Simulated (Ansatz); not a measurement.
`[BH2][SnH2][CH3]` + `OB(F)Br` → `BB(O)Br` + `[CH3][SnH2][F]`  (redistribution)

Gas-phase electronic energies from Ansatz, PBE0-D4/def2-TZVP geometries. CBS: MP2 limit from def2 TZ/QZ plus the TZ coupled-cluster correction, frozen cores. Functionals use def2-TZVPP. Elements past krypton have def2 core potentials. For Br, Sn outer-core shells are correlated without core-valence functions, which leaves a few kJ/mol of doubt a bond. Scalar relativity is left out up to krypton. One conformer a species, not always the lowest.

| level | ΔE (kJ/mol) |
| --- | --- |
| revPBE-D4 | 55.1 |
| ωB97M-V | 69.2 |
| BHLYP | 67.3 |
| MP2/def2-SVP | 84.9 |

Q: What does CCSD(T)/CBS give? (An estimate is asked.)

A: Ansatz gave: +66.4 kJ/mol. The listed levels differ from it by -11.3, 2.8, 0.9, 18.5 kJ/mol.

Largest T1 diagnostic among the species: 0.013.

Leaving LDA and LC-ωPBE aside and taking each functional with its dispersion term where it has one, the values, not all of them listed here, spread over 22.4 kJ/mol, from BLYP-D4 to PBE-QIDH. LDA lies +16.1 kJ/mol from PBE without D4. At CCSD(T), def2-SVP lies +21.0 kJ/mol from the extrapolated value and def2-TZVPP +10.2 kJ/mol.
